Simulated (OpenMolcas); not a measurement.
**d2 ions of charge +3 down a group on the Cd site of KCdF3**

```
Program             : OpenMolcas
Method              : SS-CASPT2, IPEA 0.25 Eh, imaginary shift 0.1 Eh
Spin-orbit coupling : state interaction with AMFI integrals over the reference wave functions
```

The d shell is active; CASPT2 correlates the ligand valence shells and the outer metal core. Each dopant is a cluster with its nearest anions in model potentials and point charges, with no relaxation and no local charge compensation. Distances were set from a Shannon-type radius of the metal (high-spin where two are listed) plus a fixed donor radius (F 1.31 Å), in hosts weighted 0.65 to 0.35 with the host's distance in the model lattice. Ligand basis ANO-RCC-VDZP, DKH2 Hamiltonian. States (labels of O, the rotations of Oh). Energies in cm-1 above the lowest state or level, χT in cm3 K/mol; under a threefold ground state the first gap can be a small split of the lowest multiplet, not the spin-orbit step; 10Dq and B are least-squares fits to the states below 45000 cm-1, weighted by degeneracy, with a free offset, and given where the rms deviation is under 5 % of |10Dq| (or 100 cm-1) and under 700 cm-1. Spin-only χT is S(S+1) / 2 for the spin of the ground state.

| Ion | Shell | R (Å) | Metal basis | Ground state | First state of that spin | 10Dq | B (rms of fit) | First gap with spin-orbit (degeneracies) | χT at 300 K | First state of another spin | Spin-only χT |
| --- | --- | --- | --- | --- | --- | --- | --- | --- | --- | --- | --- |
| V3+ | 3d2 | 2.02 | ANO-RCC-VTZP | 3T1 | 3T2 12990 | 14413 | 799 (203) | 6 (2, 3) | 0.889 | 1T2 10740 | 1.000 |
| Nb3+ | 4d2 | 2.072 | ANO-RCC-VTZP | 3T1 | 3T2 25630 | 26920 | 536 (34) | 22 (2, 3) | 0.457 | 1T2 7400 | 1.000 |

|10Dq| changes by a factor of 26920 / 14413 = 1.87 from V3+ to Nb3+.

B goes from 799 cm-1 (V3+) to 536 cm-1 (Nb3+).

χT departs most from the spin-only value for Nb3+, by -0.543 cm3 K/mol.

Roots that are degenerate in the reference are averaged as groups; the widest CASPT2 spread within a group is 170 cm-1 (the 3-fold group of multiplicity 1 near 28700 cm-1 above the lowest state of its run, V3+). Shifts and gaps below about the spread of the groups concerned are not significant. Over all roots computed the reference weight is 0.73 to 0.74 in V3+, 0.73 in Nb3+; a low but even weight reflects the number of correlated electrons. An orbital triplet at a regular site is open to Jahn-Teller coupling, which can distort the site and quench the lowest spin-orbit gaps and is left out. Ligand-to-metal charge-transfer states are missing. With no ligand orbital active B as a rule stays too high, so bands that hang on it stand too high and its fall with covalency is understated. With one d shell and no ligand orbital active, 10Dq can be off by a tenth or more. The least metal-like active orbital is 84 % on the metal (Löwdin) and no ligand orbital is active, so the numbers are rough (holds for Nb3+). No measured value stands beside these numbers; the geometry was set by hand and not optimised.
